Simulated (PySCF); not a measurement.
Spinor energies of Pd⁴¹⁺ (palladium, charge +41)

Start: [He] 2s2 2p1; 2p3/2 filled at m_j = +3/2. Calculated with PySCF 2.14 in an uncontracted even-tempered set (17 s from 20 bohr⁻², ratio 2.4; 12 p from 26 bohr⁻², ratio 2.4; 5 d from 86 bohr⁻², ratio 2.6; 4 f from 130 bohr⁻², ratio 2.6): generalised Hartree-Fock with the X2C-1e Hamiltonian and a Gaussian nucleus; one run each with spin-orbit coupling (SO) screened by Boettger's factors, then bare. This is a chosen level, not necessarily the ground level.

| spinor shell | electrons | ε, screened SO (eV) | ε, bare SO (eV) | weight of nominal j (bare SO) | rms radius, bare SO (bohr) |
| --- | --- | --- | --- | --- | --- |
| 1s1/2 | 2 | -28028.3 | -28028.4 | 1.000 | 0.0363 |
| 2s1/2 | 2 | -6576.4 | -6576.4 | 1.000 | 0.141 |
| 2p3/2 | 1 | -6298.7 | -6296.2 | 1.000 | 0.124 |

```
   quantity  screened SO      bare SO
E (hartree)  -2883.68198  -2883.58942
        M_J          3/2          3/2
       ⟨J²⟩        3.750        3.750
       ⟨L²⟩        2.000        2.000
       ⟨S²⟩        0.750        0.750
```

Each row is a mean over spinors that exchange with the open shell spreads, by up to 37.591 eV (2s1/2).

Breit and QED terms are absent; they matter most for the inner s and p1/2 levels.

Densities and radii are taken from the X2C orbitals without a picture-change correction, which distorts them close to the nucleus.
